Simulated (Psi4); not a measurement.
CH4N, doublet, geometry from GFN2-xTB; TPSS/def2-QZVP run with Psi4 1.11.

Here is a job for Psi4.
```
memory 2 GB

molecule mol {
0 2
C     0.119698    0.720717   -0.007638
N    -0.084842   -0.657662    0.006840
H    -0.519385   -1.000904    0.852403
H    -0.528370   -1.017213   -0.827202
H     0.466667    1.157685    0.909412
H     0.456791    1.139761   -0.936660
}

set {
  basis def2-qzvp
  reference uks
}

energy('tpss')
print_variables()
```

What the program printed (banner, timings and long lists left out):

```
   => Loading Basis Set <=

    Name: DEF2-QZVP
    Role: ORBITAL
    Keyword: BASIS

         ---------------------------------------------------------
                                   SCF
               by Justin Turney, Rob Parrish, Andy Simmonett
                          and Daniel G. A. Smith
                              UKS Reference
         ---------------------------------------------------------

  ==> Geometry <==

    Molecular point group: c1
    Full point group: C1

    Geometry (in Angstrom), charge = 0, multiplicity = 2:

       Center              X                  Y                   Z               Mass
    ------------   -----------------  -----------------  -----------------  -----------------
         C            0.115600775708     0.730012046277    -0.007706654947    12.000000000000
         N           -0.088939224292    -0.648366953723     0.006771345053    14.003074004430
         H           -0.523482224292    -0.991608953723     0.852334345053     1.007825032230
         H           -0.532467224292    -1.007917953723    -0.827270654947     1.007825032230
         H            0.462569775708     1.166980046277     0.909343345053     1.007825032230
         H            0.452693775708     1.149056046277    -0.936728654947     1.007825032230

  Running in c1 symmetry.

  Rotational constants: A =      4.87502  B =      0.92338  C =      0.79981 [cm^-1]
  Rotational constants: A = 146149.38601  B =  27682.13922  C =  23977.62561 [MHz]
  Nuclear repulsion =   37.257298979912981

  Charge       = 0
  Multiplicity = 2
  Electrons    = 17
  Nalpha       = 9
  Nbeta        = 8

  ==> Algorithm <==

  SCF Algorithm Type is DF.
  DIIS enabled.
  MOM disabled.
  Fractional occupation disabled.
  Guess Type is SAD.
  Energy threshold   = 1.00e-06
  Density threshold  = 1.00e-06
  Integral threshold = 1.00e-12

  ==> Primary Basis <==

  Basis Set: DEF2-QZVP
    Blend: DEF2-QZVP
    Number of shells: 74
    Number of basis functions: 234
    Number of Cartesian functions: 284
    Spherical Harmonics?: true
    Max angular momentum: 4

  ==> DFT Potential <==

   => LibXC <=

    Version 7.1.2
    S. Lehtola, C. Steigemann, M. J. T. Oliveira, and M. A. L. Marques,  SoftwareX 7, 1–5 (2018) (10.1016/j.softx.2017.11.002)

   => Composite Functional: TPSS <=

    TPSS Meta-GGA XC Functional

    J. Tao, et al., Phys. Rev. Lett., 91, 146401, 2003

    Deriv               =              1
    GGA                 =           TRUE
    Meta                =           TRUE

    Exchange Hybrid     =          FALSE
    MP2 Hybrid          =          FALSE

   => Exchange Functionals <=

    1.0000   XC_MGGA_X_TPSS

   => Correlation Functionals <=

    1.0000   XC_MGGA_C_TPSS

   => LibXC Density Thresholds  <==

    XC_MGGA_C_TPSS:  1.00E-15
    XC_MGGA_X_TPSS:  1.00E-15

   => Molecular Quadrature <=

    Radial Scheme          =       TREUTLER
    Pruning Scheme         =           NONE
    Nuclear Scheme         =       TREUTLER

    Blocking Scheme        =         OCTREE
    BS radius alpha        =              1
    Pruning alpha          =              1
    Radial Points          =             75
    Spherical Points       =            302
    Total Points           =         131329
    Total Blocks           =           1046
    Max Points             =            256
    Max Functions          =            234
    Weights Tolerance      =       1.00E-15

   => Loading Basis Set <=

    Name: (DEF2-QZVP AUX)
    Role: JKFIT
    Keyword: DF_BASIS_SCF

  ==> Integral Setup <==

  SCF_SUBTYPE=INCORE selected. In-core MEM_DF algorithm will be used.
  Using in-core AOs.

  ==> MemDFJK: Density-Fitted J/K Matrices <==

    J tasked:                   Yes
    K tasked:                    No
    wK tasked:                   No
    Algorithm:                 Core
    Schwarz Cutoff:           1E-12
    Mask sparsity (%):       0.4054
    Fitting Condition:        1E-10

   => Auxiliary Basis Set <=

  Basis Set: (DEF2-QZVP AUX)
    Blend: DEF2-UNIVERSAL-JKFIT
    Number of shells: 74
    Number of basis functions: 224
    Number of Cartesian functions: 262
    Spherical Harmonics?: true
    Max angular momentum: 4

  Minimum eigenvalue in the overlap matrix is 1.3720721590E-04.
  Reciprocal condition number of the overlap matrix is 1.5872607438E-05.
    Using symmetric orthogonalization.

  ==> Pre-Iterations <==

  SCF Guess: Superposition of Atomic Densities via on-the-fly atomic UHF (no occupation information).

   -------------------------
    Irrep   Nso     Nmo
   -------------------------
     A        234     234
   -------------------------
    Total     234     234
   -------------------------

  ==> Iterations <==

                           Total Energy        Delta E     RMS |[F,P]|

   @DF-UKS iter SAD:   -94.75422169241106   -9.47542e+01   0.00000e+00
   @DF-UKS iter   1:   -94.91124487399409   -1.57023e-01   3.75587e-03 DIIS/ADIIS
   @DF-UKS iter   2:   -94.00993911583711    9.01306e-01   6.11316e-03 DIIS/ADIIS
   @DF-UKS iter   3:   -95.25242776025117   -1.24249e+00   6.30260e-04 DIIS/ADIIS
   @DF-UKS iter   4:   -95.25745847016393   -5.03071e-03   4.72381e-04 DIIS/ADIIS
   @DF-UKS iter   5:   -95.26280301998979   -5.34455e-03   1.32011e-04 DIIS/ADIIS
   @DF-UKS iter   6:   -95.26323625488077   -4.33235e-04   1.69437e-05 DIIS
   @DF-UKS iter   7:   -95.26324329856206   -7.04368e-06   3.86614e-06 DIIS
   @DF-UKS iter   8:   -95.26324378149809   -4.82936e-07   1.46184e-06 DIIS
   @DF-UKS iter   9:   -95.26324385763328   -7.61352e-08   4.10909e-07 DIIS
  Energy and wave function converged.

  ==> Post-Iterations <==

   Electrons on quadrature grid:
      Nalpha   =    9.0000032145 ; deviation = 3.215e-06
      Nbeta    =    8.0000012032 ; deviation = 1.203e-06
      Ntotal   =   17.0000044177 ; deviation = 4.418e-06

   @Spin Contamination Metric:   4.125908817E-03
   @S^2 Expected:                7.500000000E-01
   @S^2 Observed:                7.541259088E-01
   @S   Expected:                5.000000000E-01
   @S   Observed:                5.000000000E-01

    Orbital Energies [Eh]
    ---------------------

    Alpha Occupied:

[...]
    Alpha Virtual:

[...]
    Beta Occupied:

[...]
    Beta Virtual:

[...]
     234A    199.144739

    Final Occupation by Irrep:
              A
    DOCC [     8 ]
    SOCC [     1 ]
    NA   [     9 ]
    NB   [     8 ]

  @DF-UKS Final Energy:   -95.26324385763328

   => Energetics <=

    Nuclear Repulsion Energy =             37.2572989799129815
    One-Electron Energy =                -201.3586098718836581
    Two-Electron Energy =                  82.6800871007751255
    DFT Exchange-Correlation Energy =     -13.8420200664377191
    Empirical Dispersion Energy =           0.0000000000000000
    VV10 Nonlocal Energy =                  0.0000000000000000
    Total Energy =                        -95.2632438576332845

  UHF NO Occupations:
  HONO-2 :    7  A 1.9994139
  HONO-1 :    8  A 1.9988264
  HONO-0 :    9  A 1.0000000
  LUNO+0 :   10  A 0.0011736
  LUNO+1 :   11  A 0.0005861
  LUNO+2 :   12  A 0.0001598
  LUNO+3 :   13  A 0.0001011

Computation Completed

Properties will be evaluated at   0.000000,   0.000000,   0.000000 [a0]

Properties computed using the SCF density matrix

 Multipole Moments:

 ------------------------------------------------------------------------------------
     Multipole            Electronic (a.u.)      Nuclear  (a.u.)        Total (a.u.)
 ------------------------------------------------------------------------------------

 L = 1.  Multiply by 2.5417464519 to convert [e a0] to [Debye]
 Dipole X            :         -0.1429704           -0.1316304           -0.2746008
 Dipole Y            :         -0.6538459            0.2986009           -0.3552450
 Dipole Z            :          0.0071144           -0.0021961            0.0049183
 Magnitude           :                                                    0.4490309

 ------------------------------------------------------------------------------------

  Variable Map:
  ----------------------------------------------------------------------------
[...]
  Array Variable Map:
  ----------------------------------------------------------------------------
[...]
[...]
```
